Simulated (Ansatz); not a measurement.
Isolated molecules relaxed with PBE0-D4/def2-TZVP in Ansatz; ΔE leaves out vibrations. CBS: MP2 limit from def2 TZ/QZ plus the TZ coupled-cluster correction, frozen cores. DFT in def2-TZVPP. For Br, Ga, Zn outer-core shells are correlated without core-valence functions, which leaves a few kJ/mol of doubt a bond. Scalar relativity is left out up to krypton.

Consider the cleavage of the Zn–Ga bond: `[F][GaH][ZnH]` + HBr → `[ZnH][Br]` + `[F][GaH2]`.

| species | r2SCAN0-D4 energy (Eh) |
| --- | --- |
| `[F][GaH][ZnH]` | -3805.22247 |
| HBr | -2574.74036 |
| `[ZnH][Br]` | -4354.13274 |
| `[F][GaH2]` | -2025.87503 |

(1) Work out ΔE.

Largest T1 diagnostic among the species: 0.016.

## Answers

(1) ΔE = (-4354.13274) + (-2025.87503) − (-3805.22247) − (-2574.74036) = -0.04494 Eh = -28.2 kcal/mol. CCSD(T)/CBS gives -27.0 kcal/mol.

In def2-TZVPP, CCSD(T) changes the Hartree–Fock value by +5.8 kcal/mol (the triples alone add +0.6 kcal/mol) and MP2 by +4.2 kcal/mol. From PBE to PBE0 (25 % exact exchange), in def2-TZVPP and without D4, ΔE moves by −2.4 kcal/mol. At CCSD(T), def2-SVP lies +1.5 kcal/mol from the extrapolated value and def2-TZVPP +0.5 kcal/mol.
